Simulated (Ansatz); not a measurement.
C2H3O2, doublet, geometry from GFN2-xTB; B3LYP5/cc-pVDZ (Ansatz, a first-principles code).

Ansatz was given this input:
Ansatz 0.2 input:
```yaml
crystal:
  periodic: [false, false, false]
  atoms:
    - {symbol: C, position_ang: [-0.93387820, -0.06541199, 0.01318371]}
    - {symbol: O, position_ang: [-0.95258739, -1.26170140, 0.00490787]}
    - {symbol: O, position_ang: [-0.02803634, 0.83430160, 0.00637219]}
    - {symbol: C, position_ang: [1.38446796, 0.45047108, -0.01701847]}
    - {symbol: H, position_ang: [1.94352282, 1.38117052, -0.01853930]}
    - {symbol: H, position_ang: [1.61200272, -0.14253780, 0.86761719]}
    - {symbol: H, position_ang: [1.58592576, -0.12978890, -0.91630983]}
basis:
  gaussian:
    orbitals: cc-pVDZ
hamiltonian:
  xc: b3lyp5
magnetization: {spin_polarized: true, initial_magnetization: 1}
accuracy: high
```

What does Ansatz print? Leave out banner, timings and long lists.


```
Functional definition: B3LYP5
1635 factors; integrals over basis functions are off by at most 3.5e-9 eV
mean field evaluation 1: about -6207.7191 eV, gradient 3.4e1 eV
mean field evaluation 2: about -6199.9778 eV, gradient 5.7e1 eV
mean field evaluation 4: about -6211.9470 eV, gradient 3.8e0 eV
mean field evaluation 8: about -6212.1913 eV, gradient 1.0e-1 eV
mean field evaluation 16: about -6212.1914 eV, gradient 1.5e-4 eV
mean field -6212.19136541 eV, -228.2938219045 hartree, gradient 5.3e-8 eV, S^2 0.752860; 0 other end points of the search recorded, 0 dependent functions left out
reference -6212.19139673 eV, -228.2938230554 hartree; 16, 15 occupied and 55, 56 virtual orbitals, 1635 factors
Total energy: -6212.19139673 eV, -228.2938230554 hartree
```
